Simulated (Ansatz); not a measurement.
BFH4O2Si can be A, `OB(O)[SiH2]F`, or B, `O[SiH2]OBF`.

Calculated with Ansatz (gas phase, PBE0-D4/def2-TZVP geometries, no zero-point term in ΔE). CCSD(T)/CBS is the MP2 limit (def2-TZVPP, def2-QZVPP) plus CCSD(T) − MP2 in def2-TZVPP, frozen cores. DFT in def2-TZVPP. B3LYP here is the variant with VWN-RPA as its local correlation; programs differ in this. One conformer a species, not always the lowest.

A:

Z-matrix (Å, degrees):
```
Si
F 1 1.605
B 1 2.036 2 111.2
H 1 1.488 2 107.7 3 -123.0
H 1 1.492 2 107.4 3 121.4
O 3 1.354 1 118.4 2 -40.2
O 3 1.366 1 123.3 2 141.2
H 6 0.964 3 112.7 1 -179.7
H 7 0.959 3 114.7 1 -4.0
```

B:

Z-matrix (Å, degrees):
```
Si
O 1 1.648
O 1 1.635 2 113.0
H 1 1.474 2 107.4 3 116.7
H 1 1.482 2 105.9 3 -122.1
B 2 1.341 1 138.5 3 5.3
H 3 0.958 1 119.3 2 -76.3
F 6 1.325 2 118.3 1 -177.8
H 6 1.197 2 123.4 1 2.7
```

**Question.** Which is lower in electronic energy at CCSD(T)/CBS, and by how much? (Best estimate.)

**Answer.** Ansatz gave: B, by 112.1 kJ/mol.

**Question.** Give E(B) − E(A) in kJ/mol with CCSD(T)/def2-TZVPP, CCSD/def2-TZVPP, HF/def2-TZVPP, CCSD(T)/def2-SVP, B3LYP, PBE0-D4, B2PLYP. (Estimate.)

**Answer.** The calculation gave: CCSD(T)/def2-TZVPP -112.8, CCSD/def2-TZVPP -115.9, HF/def2-TZVPP -137.6, CCSD(T)/def2-SVP -99.7, B3LYP -110.7, PBE0-D4 -98.0, B2PLYP -115.7. None reverses the order clearly.

**Question.** Does the order hold for the free energy at 298.15 K (harmonic terms from PBE0-D4)? (Best estimate.)

**Answer.** Ansatz gave: Yes: G(B) − G(A) = -117.4 kJ/mol, for one conformer each. Modes under 60 cm⁻¹, often nearly free rotors, make the harmonic entropy too high.

Largest T1 diagnostic: 0.013.

From BLYP to BHLYP (50 % exact exchange), in def2-TZVPP and without D4, E(B) − E(A) moves by −19.5 kJ/mol. In def2-TZVPP, CCSD(T) changes the Hartree–Fock value by +24.8 kJ/mol (the triples alone add +3.1 kJ/mol) and MP2 by +18.0 kJ/mol.
